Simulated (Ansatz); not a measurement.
def2 core potentials replace the inner electrons of Sn.

A geometry relaxed with PBE0-D3(BJ)/def2-SVP (Ansatz, an electronic-structure program), charge 0, multiplicity 1:

```xyz
30

H      2.1419    -2.2349     1.4501
H      3.8030     1.1124    -0.5321
H     -2.6052     0.6918     2.1417
H      1.6142     0.3483    -1.8776
H     -2.2107     2.3488     1.6062
C      1.2622    -1.1287    -0.2457
C     -1.8014     1.4494     2.1058
C     -2.9795    -1.9569    -0.7890
C      2.1638    -0.2356    -1.1237
H      4.0657    -1.0159     0.6896
O     -1.0393     0.8180    -1.7373
H      1.3098    -0.7540     1.9348
H      1.1028    -2.1218    -0.6891
H      2.2492     1.4196     0.2744
H     -1.5591     1.7318     3.1450
H     -2.4569    -2.8830    -1.1011
C      2.9123     0.6237    -0.1098
H     -2.0690     2.2412    -2.7784
O     -2.3188    -1.2884     0.2478
Sn    -0.6731    -0.2253    -0.0847
H      3.5282     0.1125     1.9476
C     -2.0007     1.8337    -1.7550
O     -0.6373     0.9842     1.4802
H      2.8818    -0.8741    -1.6670
H     -3.0121     1.4783    -1.4753
H     -3.9826    -2.2525    -0.4366
C      3.2298    -0.3687     1.0045
C      1.9432    -1.1953     1.1498
H     -1.7466     2.6748    -1.0813
H     -3.1155    -1.3333    -1.6933
```

Question: Write the SMILES of this molecule.

Answer: `C[O][Sn]([O]C)([O]C)[CH]1CCCC1`
